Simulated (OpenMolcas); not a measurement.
**Potential curves of WO: spin-free states**

Computed with OpenMolcas 26.06: state-averaged CASSCF(10,9) over W 6s 5d, O 2p, XMS-CASPT2 (IPEA 0.25, imaginary shift 0.2 hartree), scalar X2C, ANO-RCC-VDZP, then RASSI spin–orbit state interaction with atomic mean-field integrals. C2 symmetry about the axis (a holds Σ, Δ, Γ; b holds Π, Φ, H; Σ⁺ and Σ⁻ are not told apart); roots by multiplicity and irrep: 3a 3, 1a 5, 5b 2, 3b 4.

XMS-CASPT2 energies in eV from the lowest point. Curves are followed by energy order within each symmetry, so they are adiabatic and may change character at avoided crossings; Σ⁺ and Σ⁻ are counted together.

```json
{"R (Å)": "1.601", "(1)3Σ": "0.123", "(1)5Π": "1.035", "(1)1Γ": "1.013", "(1)3Δ": "1.712", "(1)1Δ": "2.789"}
{"R (Å)": "1.650", "(1)3Σ": "0.000", "(1)5Π": "0.780", "(1)1Γ": "0.902", "(1)3Δ": "1.570", "(1)1Δ": "2.663"}
{"R (Å)": "1.708", "(1)3Σ": "0.052", "(1)5Π": "0.675", "(1)1Γ": "0.962", "(1)3Δ": "1.587", "(1)1Δ": "2.708"}
{"R (Å)": "1.766", "(1)3Σ": "0.258", "(1)5Π": "0.730", "(1)1Γ": "1.186", "(1)3Δ": "1.769", "(1)1Δ": "2.910"}
{"R (Å)": "1.848", "(1)3Σ": "0.727", "(1)5Π": "0.982", "(1)1Γ": "1.674", "(1)3Δ": "2.221", "(1)1Δ": "3.373"}
{"R (Å)": "1.980", "(1)3Σ": "1.686", "(1)5Π": "1.659", "(1)1Γ": "2.670", "(1)3Δ": "3.136", "(1)1Δ": "4.334"}
{"R (Å)": "2.228", "(1)3Σ": "3.469", "(1)5Π": "3.108", "(1)1Γ": "4.593", "(1)3Δ": "4.942", "(1)1Δ": "6.115"}
```

Left out for impure symmetry, kinks or missing points, though low: (1)1Σ, (1)3Π, (1)3Φ. Only roots inside an energy window near the equilibrium distance were included, so the list of states is not complete; labels number the states computed. Each spin and symmetry block has orbitals of its own, averaged over its own roots, so gaps between blocks are less sure than gaps within one and near the minimum can be off by tenths of an eV, in bad cases by more. No Rydberg orbitals are active, so Rydberg states, and σ→σ* states whose orbital the CASSCF left unused, can be missing between those listed. CASPT2 splits the two components of degenerate states numerically, here by up to 41 cm⁻¹. No roots were computed in blocks 1b, 5a (none fell in the window or the block failed), so states of that kind are missing and can lie low or lowest. For d and f metals this valence active space lacks a second d shell: the order of states is not reliable within half an eV or more, and the lowest computed state need not be the true ground state. Points that failed a check (symmetry, reference weights, a jump) are left out.
